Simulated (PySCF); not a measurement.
Computed shifts of a molecule C2H8ClNSi, PySCF with KT2/pcSseg-1, GIAO, gas phase, atoms alike by connectivity averaged where their shifts nearly agree, in ppm (number of nuclei): ¹³C: 5.0 (2). ²⁹Si: 24.0 (1). ¹⁵N: 46.5 (1). ¹H: 1.17 (2), 0.64 (6). References: ¹³C against TMS (σ = 185.1 ppm); ²⁹Si against TMS (σ = 361.9 ppm); ¹⁵N against NH3 (σ = 266.2 ppm); ³⁵Cl against HCl (σ = 945.4 ppm); ¹H against TMS (σ = 31.47 ppm), references at their B3LYP-D3(BJ)/def2-TZVP geometries, non-relativistic (without spin–orbit terms, shifts of atoms bonded to Cl or Br come out too high). Geometry: B3LYP-D3(BJ)/def2-SVP. The values are those of a single conformer.

Q: Identify the compound among the candidates.
A) CN[Si@H](C)Cl
B) CN(C)[SiH2]Cl
C) C[Si](C)(N)Cl
D) C[Si@H](Cl)CN

A: C, C[Si](C)(N)Cl
